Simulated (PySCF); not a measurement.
# Computed records: H₃NSi

All values are calculated (PySCF 2.14.0). Calculation on a computer-drawn molecule: vertical ionisation energy to the stated ion spin, frozen-core CCSD(T) at the basis limit and cheaper methods, single-reference cases, UHF for radicals, no spin-orbit; all values are single points at the evaluated structure, the first of each entry, which is the reference or a displaced copy of it and isn't optimised; the reference structure only sets the zero of the energies above reference; triples share is (T) over the correlation energy.

Common to all runs: charge 0; multiplicity 1; ion multiplicity 2; diffuse functions no; basis cc-pV(n+d)Z; reference is the Hartree-Fock double-zeta minimum; best is HF at quadruple zeta + MP2 correlation extrapolated from triple and quadruple zeta + CCSD(T) minus MP2 at triple zeta; basis step is the size of the change from the same recipe one zeta lower.

```json
{"entry": 1, "formula": "H3NSi", "evaluated_structure": {"atoms_angstrom": [["N", -0.3834, 1.0701, -1.0608], ["Si", -0.5562, 0.0661, -0.0049], ["H", -0.8386, 1.9985, -1.1141], ["H", -1.1581, 0.0375, 1.2849], ["H", 0.127, -1.3627, -0.1267]]}, "reference_structure": {"atoms_angstrom": [["N", -0.4358, 0.9878, -1.2132], ["Si", -0.519, -0.0644, -0.0489], ["H", -0.8866, 1.8841, -1.1846], ["H", -1.2298, 0.0392, 1.2433], ["H", 0.1778, -1.3488, -0.1899]]}, "given": {"drawn_bonds_atom": [1, 1, 2, 2], "drawn_bonds_other_atom": [2, 3, 4, 5], "drawn_bonds_order": [2, 1, 1, 1]}, "results": {"ionisation_energy_best [eV]": 10.3, "ionisation_energy_basis_step [eV]": 0.06532, "energy_above_reference_best [kcal/mol]": 15.1, "energy_above_reference_basis_step [kcal/mol]": 0.3493, "triple_zeta_method": ["HF", "PBE", "r2SCAN", "B3LYP", "wB97X", "MP2", "CCSD", "CCSD(T)"], "triple_zeta_ionisation_energy [eV]": [8.578, 9.989, 9.962, 10.08, 10.06, 10.36, 9.998, 10.12], "triple_zeta_energy_above_reference [kcal/mol]": [12.68, 15.0, 14.37, 14.15, 13.29, 15.37, 14.66, 15.34], "ionisation_energy_Koopmans_at_triple_zeta [eV]": 11.02, "ionisation_energy_EOM_CCSD_at_triple_zeta [eV]": 10.12, "total_energy_HF_triple_zeta [hartree]": -345.0966, "total_energy_CCSD(T)_triple_zeta [hartree]": -345.4614, "total_energy_best [hartree]": -345.5106, "T1_diagnostic_at_triple_zeta": 0.01617, "D1_diagnostic_at_triple_zeta": 0.04204, "ion_T1_diagnostic_at_triple_zeta": 0.03023, "ion_D1_diagnostic_at_triple_zeta": 0.1228, "ion_spin_squared_at_triple_zeta": 0.77, "triples_share_at_triple_zeta": 0.04024, "basis_functions_triple_zeta": 111, "dipole_magnitude_HF_at_triple_zeta [debye]": 2.422, "dipole_magnitude_CCSD_unrelaxed_at_triple_zeta [debye]": 1.964, "dipole_magnitude_PBE_at_triple_zeta [debye]": 1.789, "dipole_magnitude_r2SCAN_at_triple_zeta [debye]": 1.893, "dipole_magnitude_B3LYP_at_triple_zeta [debye]": 1.962, "dipole_magnitude_wB97X_at_triple_zeta [debye]": 2.115}}
{"entry": 2, "formula": "H3NSi", "evaluated_structure": {"atoms_angstrom": [["N", -0.4337, 0.9253, -1.2916], ["Si", -0.458, -0.0106, -0.1099], ["H", -0.889, 1.913, -1.2094], ["H", -1.2118, 0.0675, 1.1741], ["H", 0.0993, -1.3156, -0.1503]]}, "reference_structure": {"atoms_angstrom": [["N", -0.4358, 0.9878, -1.2132], ["Si", -0.519, -0.0644, -0.0489], ["H", -0.8866, 1.8841, -1.1846], ["H", -1.2298, 0.0392, 1.2433], ["H", 0.1778, -1.3488, -0.1899]]}, "given": {"drawn_bonds_atom": [1, 1, 2, 2], "drawn_bonds_other_atom": [2, 3, 4, 5], "drawn_bonds_order": [2, 1, 1, 1]}, "results": {"ionisation_energy_best [eV]": 10.25, "ionisation_energy_basis_step [eV]": 0.06388, "energy_above_reference_best [kcal/mol]": 9.529, "energy_above_reference_basis_step [kcal/mol]": 0.04794, "triple_zeta_method": ["HF", "PBE", "r2SCAN", "B3LYP", "wB97X", "MP2", "CCSD", "CCSD(T)"], "triple_zeta_ionisation_energy [eV]": [8.468, 10.01, 9.95, 10.06, 9.996, 10.29, 9.932, 10.07], "triple_zeta_energy_above_reference [kcal/mol]": [8.891, 9.374, 9.112, 8.963, 8.618, 9.528, 9.337, 9.608], "ionisation_energy_Koopmans_at_triple_zeta [eV]": 10.75, "ionisation_energy_EOM_CCSD_at_triple_zeta [eV]": 10.07, "total_energy_HF_triple_zeta [hartree]": -345.1027, "total_energy_CCSD(T)_triple_zeta [hartree]": -345.4705, "total_energy_best [hartree]": -345.5195, "T1_diagnostic_at_triple_zeta": 0.01708, "D1_diagnostic_at_triple_zeta": 0.04548, "ion_T1_diagnostic_at_triple_zeta": 0.02812, "ion_D1_diagnostic_at_triple_zeta": 0.1092, "ion_spin_squared_at_triple_zeta": 0.7733, "triples_share_at_triple_zeta": 0.04169, "basis_functions_triple_zeta": 111, "dipole_magnitude_HF_at_triple_zeta [debye]": 2.549, "dipole_magnitude_CCSD_unrelaxed_at_triple_zeta [debye]": 2.006, "dipole_magnitude_PBE_at_triple_zeta [debye]": 1.801, "dipole_magnitude_r2SCAN_at_triple_zeta [debye]": 1.918, "dipole_magnitude_B3LYP_at_triple_zeta [debye]": 2.003, "dipole_magnitude_wB97X_at_triple_zeta [debye]": 2.193}}
{"entry": 3, "formula": "H3NSi", "evaluated_structure": {"atoms_angstrom": [["N", -0.4337, 0.9253, -1.2916], ["Si", -0.458, -0.0106, -0.1099], ["H", -0.889, 1.913, -1.2094], ["H", -1.2295, 0.0693, 1.2042], ["H", 0.0993, -1.3156, -0.1503]]}, "reference_structure": {"atoms_angstrom": [["N", -0.4358, 0.9878, -1.2132], ["Si", -0.519, -0.0644, -0.0489], ["H", -0.8866, 1.8841, -1.1846], ["H", -1.2298, 0.0392, 1.2433], ["H", 0.1778, -1.3488, -0.1899]]}, "given": {"drawn_bonds_atom": [1, 1, 2, 2], "drawn_bonds_other_atom": [2, 3, 4, 5], "drawn_bonds_order": [2, 1, 1, 1]}, "results": {"ionisation_energy_best [eV]": 10.25, "ionisation_energy_basis_step [eV]": 0.06378, "energy_above_reference_best [kcal/mol]": 9.791, "energy_above_reference_basis_step [kcal/mol]": 0.05888, "triple_zeta_method": ["HF", "PBE", "r2SCAN", "B3LYP", "wB97X", "MP2", "CCSD", "CCSD(T)"], "triple_zeta_ionisation_energy [eV]": [8.48, 10.01, 9.951, 10.06, 10.0, 10.3, 9.938, 10.07], "triple_zeta_energy_above_reference [kcal/mol]": [9.306, 9.366, 9.26, 9.189, 8.87, 9.844, 9.616, 9.846], "ionisation_energy_Koopmans_at_triple_zeta [eV]": 10.77, "ionisation_energy_EOM_CCSD_at_triple_zeta [eV]": 10.07, "total_energy_HF_triple_zeta [hartree]": -345.1020, "total_energy_CCSD(T)_triple_zeta [hartree]": -345.4701, "total_energy_best [hartree]": -345.5191, "T1_diagnostic_at_triple_zeta": 0.01714, "D1_diagnostic_at_triple_zeta": 0.04543, "ion_T1_diagnostic_at_triple_zeta": 0.029, "ion_D1_diagnostic_at_triple_zeta": 0.1135, "ion_spin_squared_at_triple_zeta": 0.7742, "triples_share_at_triple_zeta": 0.04183, "basis_functions_triple_zeta": 111, "dipole_magnitude_HF_at_triple_zeta [debye]": 2.493, "dipole_magnitude_CCSD_unrelaxed_at_triple_zeta [debye]": 1.951, "dipole_magnitude_PBE_at_triple_zeta [debye]": 1.744, "dipole_magnitude_r2SCAN_at_triple_zeta [debye]": 1.86, "dipole_magnitude_B3LYP_at_triple_zeta [debye]": 1.946, "dipole_magnitude_wB97X_at_triple_zeta [debye]": 2.137}}
{"entry": 4, "formula": "H3NSi", "evaluated_structure": {"atoms_angstrom": [["N", -0.4337, 0.9253, -1.2916], ["Si", -0.458, -0.0106, -0.1099], ["H", -0.889, 1.913, -1.2094], ["H", -1.2699, 0.0735, 1.2731], ["H", 0.0993, -1.3156, -0.1503]]}, "reference_structure": {"atoms_angstrom": [["N", -0.4358, 0.9878, -1.2132], ["Si", -0.519, -0.0644, -0.0489], ["H", -0.8866, 1.8841, -1.1846], ["H", -1.2298, 0.0392, 1.2433], ["H", 0.1778, -1.3488, -0.1899]]}, "given": {"drawn_bonds_atom": [1, 1, 2, 2], "drawn_bonds_other_atom": [2, 3, 4, 5], "drawn_bonds_order": [2, 1, 1, 1]}, "results": {"ionisation_energy_best [eV]": 10.26, "ionisation_energy_basis_step [eV]": 0.06378, "energy_above_reference_best [kcal/mol]": 11.85, "energy_above_reference_basis_step [kcal/mol]": 0.06942, "triple_zeta_method": ["HF", "PBE", "r2SCAN", "B3LYP", "wB97X", "MP2", "CCSD", "CCSD(T)"], "triple_zeta_ionisation_energy [eV]": [8.508, 9.999, 9.951, 10.06, 10.02, 10.32, 9.948, 10.08], "triple_zeta_energy_above_reference [kcal/mol]": [11.8, 10.78, 11.04, 11.13, 10.93, 12.05, 11.72, 11.85], "ionisation_energy_Koopmans_at_triple_zeta [eV]": 10.82, "ionisation_energy_EOM_CCSD_at_triple_zeta [eV]": 10.08, "total_energy_HF_triple_zeta [hartree]": -345.0980, "total_energy_CCSD(T)_triple_zeta [hartree]": -345.4669, "total_energy_best [hartree]": -345.5158, "T1_diagnostic_at_triple_zeta": 0.01733, "D1_diagnostic_at_triple_zeta": 0.04534, "ion_T1_diagnostic_at_triple_zeta": 0.03118, "ion_D1_diagnostic_at_triple_zeta": 0.124, "ion_spin_squared_at_triple_zeta": 0.7774, "triples_share_at_triple_zeta": 0.04218, "basis_functions_triple_zeta": 111, "dipole_magnitude_HF_at_triple_zeta [debye]": 2.359, "dipole_magnitude_CCSD_unrelaxed_at_triple_zeta [debye]": 1.817, "dipole_magnitude_PBE_at_triple_zeta [debye]": 1.607, "dipole_magnitude_r2SCAN_at_triple_zeta [debye]": 1.719, "dipole_magnitude_B3LYP_at_triple_zeta [debye]": 1.809, "dipole_magnitude_wB97X_at_triple_zeta [debye]": 2.002}}
{"entry": 5, "formula": "H3NSi", "evaluated_structure": {"atoms_angstrom": [["N", -0.4337, 0.9253, -1.2916], ["Si", -0.458, -0.0106, -0.1099], ["H", -0.889, 1.913, -1.2094], ["H", -1.2861, 0.0752, 1.3007], ["H", 0.0993, -1.3156, -0.1503]]}, "reference_structure": {"atoms_angstrom": [["N", -0.4358, 0.9878, -1.2132], ["Si", -0.519, -0.0644, -0.0489], ["H", -0.8866, 1.8841, -1.1846], ["H", -1.2298, 0.0392, 1.2433], ["H", 0.1778, -1.3488, -0.1899]]}, "given": {"drawn_bonds_atom": [1, 1, 2, 2], "drawn_bonds_other_atom": [2, 3, 4, 5], "drawn_bonds_order": [2, 1, 1, 1]}, "results": {"ionisation_energy_best [eV]": 10.26, "ionisation_energy_basis_step [eV]": 0.06386, "energy_above_reference_best [kcal/mol]": 13.13, "energy_above_reference_basis_step [kcal/mol]": 0.06889, "triple_zeta_method": ["HF", "PBE", "r2SCAN", "B3LYP", "wB97X", "MP2", "CCSD", "CCSD(T)"], "triple_zeta_ionisation_energy [eV]": [8.518, 9.992, 9.949, 10.05, 10.02, 10.33, 9.951, 10.08], "triple_zeta_energy_above_reference [kcal/mol]": [13.28, 11.79, 12.2, 12.35, 12.21, 13.4, 13.01, 13.1], "ionisation_energy_Koopmans_at_triple_zeta [eV]": 10.84, "ionisation_energy_EOM_CCSD_at_triple_zeta [eV]": 10.08, "total_energy_HF_triple_zeta [hartree]": -345.0957, "total_energy_CCSD(T)_triple_zeta [hartree]": -345.4649, "total_energy_best [hartree]": -345.5137, "T1_diagnostic_at_triple_zeta": 0.01742, "D1_diagnostic_at_triple_zeta": 0.0453, "ion_T1_diagnostic_at_triple_zeta": 0.03212, "ion_D1_diagnostic_at_triple_zeta": 0.1283, "ion_spin_squared_at_triple_zeta": 0.7794, "triples_share_at_triple_zeta": 0.04234, "basis_functions_triple_zeta": 111, "dipole_magnitude_HF_at_triple_zeta [debye]": 2.303, "dipole_magnitude_CCSD_unrelaxed_at_triple_zeta [debye]": 1.762, "dipole_magnitude_PBE_at_triple_zeta [debye]": 1.549, "dipole_magnitude_r2SCAN_at_triple_zeta [debye]": 1.66, "dipole_magnitude_B3LYP_at_triple_zeta [debye]": 1.752, "dipole_magnitude_wB97X_at_triple_zeta [debye]": 1.945}}
{"entry": 6, "formula": "H3NSi", "evaluated_structure": {"atoms_angstrom": [["N", -0.4337, 0.9253, -1.2916], ["Si", -0.458, -0.0106, -0.1099], ["H", -0.889, 1.913, -1.2094], ["H", -1.2892, 0.0755, 1.3059], ["H", 0.0993, -1.3156, -0.1503]]}, "reference_structure": {"atoms_angstrom": [["N", -0.4358, 0.9878, -1.2132], ["Si", -0.519, -0.0644, -0.0489], ["H", -0.8866, 1.8841, -1.1846], ["H", -1.2298, 0.0392, 1.2433], ["H", 0.1778, -1.3488, -0.1899]]}, "given": {"drawn_bonds_atom": [1, 1, 2, 2], "drawn_bonds_other_atom": [2, 3, 4, 5], "drawn_bonds_order": [2, 1, 1, 1]}, "results": {"ionisation_energy_best [eV]": 10.26, "ionisation_energy_basis_step [eV]": 0.06388, "energy_above_reference_best [kcal/mol]": 13.39, "energy_above_reference_basis_step [kcal/mol]": 0.06853, "triple_zeta_method": ["HF", "PBE", "r2SCAN", "B3LYP", "wB97X", "MP2", "CCSD", "CCSD(T)"], "triple_zeta_ionisation_energy [eV]": [8.52, 9.991, 9.949, 10.05, 10.02, 10.33, 9.952, 10.08], "triple_zeta_energy_above_reference [kcal/mol]": [13.58, 12.01, 12.44, 12.6, 12.48, 13.68, 13.28, 13.35], "ionisation_energy_Koopmans_at_triple_zeta [eV]": 10.85, "ionisation_energy_EOM_CCSD_at_triple_zeta [eV]": 10.08, "total_energy_HF_triple_zeta [hartree]": -345.0952, "total_energy_CCSD(T)_triple_zeta [hartree]": -345.4645, "total_energy_best [hartree]": -345.5133, "T1_diagnostic_at_triple_zeta": 0.01744, "D1_diagnostic_at_triple_zeta": 0.0453, "ion_T1_diagnostic_at_triple_zeta": 0.03229, "ion_D1_diagnostic_at_triple_zeta": 0.1291, "ion_spin_squared_at_triple_zeta": 0.7798, "triples_share_at_triple_zeta": 0.04237, "basis_functions_triple_zeta": 111, "dipole_magnitude_HF_at_triple_zeta [debye]": 2.292, "dipole_magnitude_CCSD_unrelaxed_at_triple_zeta [debye]": 1.752, "dipole_magnitude_PBE_at_triple_zeta [debye]": 1.538, "dipole_magnitude_r2SCAN_at_triple_zeta [debye]": 1.649, "dipole_magnitude_B3LYP_at_triple_zeta [debye]": 1.741, "dipole_magnitude_wB97X_at_triple_zeta [debye]": 1.935}}
{"entry": 7, "formula": "H3NSi", "evaluated_structure": {"atoms_angstrom": [["N", -0.425, 1.0028, -1.1845], ["Si", -0.5434, -0.0696, -0.0579], ["H", -0.8768, 1.9099, -1.159], ["H", -1.188, 0.0336, 1.2431], ["H", 0.3091, -1.5644, -0.2429]]}, "reference_structure": {"atoms_angstrom": [["N", -0.4358, 0.9878, -1.2132], ["Si", -0.519, -0.0644, -0.0489], ["H", -0.8866, 1.8841, -1.1846], ["H", -1.2298, 0.0392, 1.2433], ["H", 0.1778, -1.3488, -0.1899]]}, "given": {"drawn_bonds_atom": [1, 1, 2, 2], "drawn_bonds_other_atom": [2, 3, 4, 5], "drawn_bonds_order": [2, 1, 1, 1]}, "results": {"ionisation_energy_best [eV]": 10.09, "ionisation_energy_basis_step [eV]": 0.06701, "energy_above_reference_best [kcal/mol]": 10.91, "energy_above_reference_basis_step [kcal/mol]": 0.07076, "triple_zeta_method": ["HF", "PBE", "r2SCAN", "B3LYP", "wB97X", "MP2", "CCSD", "CCSD(T)"], "triple_zeta_ionisation_energy [eV]": [8.256, 9.866, 9.793, 9.891, 9.82, 10.12, 9.76, 9.907], "triple_zeta_energy_above_reference [kcal/mol]": [12.06, 9.212, 10.29, 10.58, 10.79, 11.66, 11.0, 10.83], "ionisation_energy_Koopmans_at_triple_zeta [eV]": 10.51, "ionisation_energy_EOM_CCSD_at_triple_zeta [eV]": 9.92, "total_energy_HF_triple_zeta [hartree]": -345.0976, "total_energy_CCSD(T)_triple_zeta [hartree]": -345.4686, "total_energy_best [hartree]": -345.5173, "T1_diagnostic_at_triple_zeta": 0.01824, "D1_diagnostic_at_triple_zeta": 0.04874, "ion_T1_diagnostic_at_triple_zeta": 0.02683, "ion_D1_diagnostic_at_triple_zeta": 0.09797, "ion_spin_squared_at_triple_zeta": 0.7744, "triples_share_at_triple_zeta": 0.04322, "basis_functions_triple_zeta": 111, "dipole_magnitude_HF_at_triple_zeta [debye]": 2.786, "dipole_magnitude_CCSD_unrelaxed_at_triple_zeta [debye]": 2.201, "dipole_magnitude_PBE_at_triple_zeta [debye]": 2.019, "dipole_magnitude_r2SCAN_at_triple_zeta [debye]": 2.142, "dipole_magnitude_B3LYP_at_triple_zeta [debye]": 2.227, "dipole_magnitude_wB97X_at_triple_zeta [debye]": 2.419}}
{"entry": 8, "formula": "H3NSi", "evaluated_structure": {"atoms_angstrom": [["N", -0.4718, 0.9786, -1.221], ["Si", -0.5399, -0.0634, -0.0395], ["H", -0.8418, 1.887, -1.122], ["H", -1.2154, 0.043, 1.3043], ["H", 0.1845, -1.3434, -0.1856]]}, "reference_structure": {"atoms_angstrom": [["N", -0.4358, 0.9878, -1.2132], ["Si", -0.519, -0.0644, -0.0489], ["H", -0.8866, 1.8841, -1.1846], ["H", -1.2298, 0.0392, 1.2433], ["H", 0.1778, -1.3488, -0.1899]]}, "given": {"drawn_bonds_atom": [1, 1, 2, 2], "drawn_bonds_other_atom": [2, 3, 4, 5], "drawn_bonds_order": [2, 1, 1, 1]}, "results": {"ionisation_energy_best [eV]": 10.11, "ionisation_energy_basis_step [eV]": 0.06909, "energy_above_reference_best [kcal/mol]": 0.5473, "energy_above_reference_basis_step [kcal/mol]": 0.02926, "triple_zeta_method": ["HF", "PBE", "r2SCAN", "B3LYP", "wB97X", "MP2", "CCSD", "CCSD(T)"], "triple_zeta_ionisation_energy [eV]": [8.242, 9.929, 9.829, 9.922, 9.827, 10.14, 9.778, 9.932], "triple_zeta_energy_above_reference [kcal/mol]": [0.7255, 0.3226, 0.4451, 0.5728, 0.6316, 0.5822, 0.5581, 0.4892], "ionisation_energy_Koopmans_at_triple_zeta [eV]": 10.34, "ionisation_energy_EOM_CCSD_at_triple_zeta [eV]": 9.937, "total_energy_HF_triple_zeta [hartree]": -345.1157, "total_energy_CCSD(T)_triple_zeta [hartree]": -345.4850, "total_energy_best [hartree]": -345.5338, "T1_diagnostic_at_triple_zeta": 0.01845, "D1_diagnostic_at_triple_zeta": 0.05043, "ion_T1_diagnostic_at_triple_zeta": 0.03843, "ion_D1_diagnostic_at_triple_zeta": 0.1656, "ion_spin_squared_at_triple_zeta": 0.7694, "triples_share_at_triple_zeta": 0.04298, "basis_functions_triple_zeta": 111, "dipole_magnitude_HF_at_triple_zeta [debye]": 2.839, "dipole_magnitude_CCSD_unrelaxed_at_triple_zeta [debye]": 2.198, "dipole_magnitude_PBE_at_triple_zeta [debye]": 1.986, "dipole_magnitude_r2SCAN_at_triple_zeta [debye]": 2.12, "dipole_magnitude_B3LYP_at_triple_zeta [debye]": 2.214, "dipole_magnitude_wB97X_at_triple_zeta [debye]": 2.435}}
{"entry": 9, "formula": "H3NSi", "evaluated_structure": {"atoms_angstrom": [["N", -0.4213, 1.0016, -1.1968], ["Si", -0.4808, -0.0896, -0.0565], ["H", -0.872, 1.8908, -1.1982], ["H", -1.2587, 0.0382, 1.2583], ["H", 0.1656, -1.3512, -0.2109]]}, "reference_structure": {"atoms_angstrom": [["N", -0.4358, 0.9878, -1.2132], ["Si", -0.519, -0.0644, -0.0489], ["H", -0.8866, 1.8841, -1.1846], ["H", -1.2298, 0.0392, 1.2433], ["H", 0.1778, -1.3488, -0.1899]]}, "given": {"drawn_bonds_atom": [1, 1, 2, 2], "drawn_bonds_other_atom": [2, 3, 4, 5], "drawn_bonds_order": [2, 1, 1, 1]}, "results": {"ionisation_energy_best [eV]": 9.898, "ionisation_energy_basis_step [eV]": 0.07016, "energy_above_reference_best [kcal/mol]": 1.14, "energy_above_reference_basis_step [kcal/mol]": 0.0435, "triple_zeta_method": ["HF", "PBE", "r2SCAN", "B3LYP", "wB97X", "MP2", "CCSD", "CCSD(T)"], "triple_zeta_ionisation_energy [eV]": [8.029, 9.718, 9.608, 9.708, 9.619, 9.919, 9.559, 9.711], "triple_zeta_energy_above_reference [kcal/mol]": [1.332, 1.075, 1.177, 1.154, 1.245, 1.251, 1.224, 1.184], "ionisation_energy_Koopmans_at_triple_zeta [eV]": 10.27, "ionisation_energy_EOM_CCSD_at_triple_zeta [eV]": 9.714, "total_energy_HF_triple_zeta [hartree]": -345.1147, "total_energy_CCSD(T)_triple_zeta [hartree]": -345.4839, "total_energy_best [hartree]": -345.5328, "T1_diagnostic_at_triple_zeta": 0.01826, "D1_diagnostic_at_triple_zeta": 0.05065, "ion_T1_diagnostic_at_triple_zeta": 0.02378, "ion_D1_diagnostic_at_triple_zeta": 0.07687, "ion_spin_squared_at_triple_zeta": 0.7771, "triples_share_at_triple_zeta": 0.04287, "basis_functions_triple_zeta": 111, "dipole_magnitude_HF_at_triple_zeta [debye]": 2.652, "dipole_magnitude_CCSD_unrelaxed_at_triple_zeta [debye]": 2.018, "dipole_magnitude_PBE_at_triple_zeta [debye]": 1.811, "dipole_magnitude_r2SCAN_at_triple_zeta [debye]": 1.942, "dipole_magnitude_B3LYP_at_triple_zeta [debye]": 2.036, "dipole_magnitude_wB97X_at_triple_zeta [debye]": 2.255}}
{"entry": 10, "formula": "H3NSi", "evaluated_structure": {"atoms_angstrom": [["N", -0.4922, 0.9222, -1.2285], ["Si", -0.5058, -0.0042, -0.0805], ["H", -1.0181, 2.0078, -1.2496], ["H", -1.2375, 0.1078, 1.2565], ["H", 0.2469, -1.3716, -0.0645]]}, "reference_structure": {"atoms_angstrom": [["N", -0.4358, 0.9878, -1.2132], ["Si", -0.519, -0.0644, -0.0489], ["H", -0.8866, 1.8841, -1.1846], ["H", -1.2298, 0.0392, 1.2433], ["H", 0.1778, -1.3488, -0.1899]]}, "given": {"drawn_bonds_atom": [1, 1, 2, 2], "drawn_bonds_other_atom": [2, 3, 4, 5], "drawn_bonds_order": [2, 1, 1, 1]}, "results": {"ionisation_energy_best [eV]": 10.14, "ionisation_energy_basis_step [eV]": 0.06347, "energy_above_reference_best [kcal/mol]": 25.62, "energy_above_reference_basis_step [kcal/mol]": 0.3394, "triple_zeta_method": ["HF", "PBE", "r2SCAN", "B3LYP", "wB97X", "MP2", "CCSD", "CCSD(T)"], "triple_zeta_ionisation_energy [eV]": [8.409, 9.857, 9.818, 9.926, 9.895, 10.2, 9.828, 9.954], "triple_zeta_energy_above_reference [kcal/mol]": [26.61, 23.6, 24.56, 24.56, 24.51, 26.35, 25.76, 25.85], "ionisation_energy_Koopmans_at_triple_zeta [eV]": 10.95, "ionisation_energy_EOM_CCSD_at_triple_zeta [eV]": 9.945, "total_energy_HF_triple_zeta [hartree]": -345.0744, "total_energy_CCSD(T)_triple_zeta [hartree]": -345.4446, "total_energy_best [hartree]": -345.4938, "T1_diagnostic_at_triple_zeta": 0.0169, "D1_diagnostic_at_triple_zeta": 0.04362, "ion_T1_diagnostic_at_triple_zeta": 0.02973, "ion_D1_diagnostic_at_triple_zeta": 0.1156, "ion_spin_squared_at_triple_zeta": 0.7769, "triples_share_at_triple_zeta": 0.04219, "basis_functions_triple_zeta": 111, "dipole_magnitude_HF_at_triple_zeta [debye]": 2.236, "dipole_magnitude_CCSD_unrelaxed_at_triple_zeta [debye]": 1.77, "dipole_magnitude_PBE_at_triple_zeta [debye]": 1.592, "dipole_magnitude_r2SCAN_at_triple_zeta [debye]": 1.691, "dipole_magnitude_B3LYP_at_triple_zeta [debye]": 1.768, "dipole_magnitude_wB97X_at_triple_zeta [debye]": 1.923}}
```
